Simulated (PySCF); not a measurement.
**Mayer bond orders and bond lengths**

Species: C4H9ClO2Si2.
Atom-mapped SMILES: `[CH2:1]=[C:2]1[SiH2:3][O:4][Si@@:5]1([Cl:6])[CH2:7][O:8][CH3:9]` (hydrogens: H10, H11 on C1; H12, H13 on Si3; H14, H15 on C7; H16, H17, H18 on C9)

Structure used (GFN2-xTB), in Å, numbered top down from 1:
```xyz
18
C4H9ClO2Si2 angstrom
C     -2.0783   -1.7582    0.5550
C     -1.7379   -0.6057    0.0059
Si    -2.2704    1.2198    0.1216
O     -1.1377    1.4960   -1.0809
Si    -0.4751   -0.0074   -1.2825
Cl    -0.6927   -0.5867   -3.1936
C      1.3581   -0.0231   -0.7895
O      1.3895    0.2036    0.6032
C      2.6908    0.3059    1.1201
H     -1.5954   -2.6891    0.2951
H     -2.8632   -1.8256    1.2943
H     -3.5745    1.5571   -0.4275
H     -1.8627    1.9370    1.3165
H      1.8383   -0.9803   -1.0336
H      1.9181    0.7607   -1.3182
H      3.2607   -0.6152    0.9433
H      3.2330    1.1461    0.6681
H      2.5906    0.4714    2.1912
```

Bond orders from the PBE0/pcSseg-1 density (PySCF). Isolated species at its GFN2-xTB geometry (one conformer only).

**Question.** How far do the computed orders between heavy atoms stray from the drawn ones?

**Answer.** The largest departure is 0.165, at Si5–C2 (drawn single, 0.835). Drawn single, order below 0.88: Si5–C7 (0.876) and Si5–C2 (0.835).

**Question.** Set the Mayer orders of the bonds beside their lengths.

**Answer.** 
```csv
bond,drawn as,length (Å),Mayer order
C1–C2,double,1.321,1.947
C2–Si3,single,1.905,0.910
Si3–O4,single,1.675,0.925
O4–Si5,single,1.655,0.985
Si5–Cl6,single,2.009,1.031
Si5–C7,single,1.898,0.876
C7–O8,single,1.411,0.888
O8–C9,single,1.404,0.929
Si5–C2,single,1.901,0.835
C1–H10,single,1.080,0.947
C1–H11,single,1.080,0.946
Si3–H12,single,1.455,0.915
Si3–H13,single,1.452,0.921
C7–H14,single,1.098,0.933
C7–H15,single,1.099,0.932
C9–H16,single,1.098,0.960
C9–H17,single,1.097,0.960
C9–H18,single,1.088,0.973
```

Bonds between the same two heavy elements. C–Si: lowest Si5–C2 (0.835, 1.901 Å), highest C2–Si3 (0.910, 1.905 Å); in 2 of the 3 pairs the longer bond (by over 0.003 Å) has the higher order (by 0.02 or more). O–Si: lowest Si3–O4 (0.925, 1.675 Å), highest O4–Si5 (0.985, 1.655 Å). C–O: lowest C7–O8 (0.888, 1.411 Å), highest O8–C9 (0.929, 1.404 Å).

**Question.** Sum the orders of all bonds at each heavy atom with more than one neighbour and set the sums beside the valence in the SMILES.

**Answer.** C1 3.840 (drawn 4), C2 3.692 (drawn 4), Si3 3.671 (drawn 4), O4 1.910 (drawn 2), Si5 3.727 (drawn 4), C7 3.629 (drawn 4), O8 1.817 (drawn 2), C9 3.822 (drawn 4). Orders between atoms that aren't bonded are not in these sums.

For a closed shell the Mayer order of atoms A and B is Σ (PS)μν (PS)νμ over the basis functions μ on A and ν on B, with P the density and S the overlap matrix.
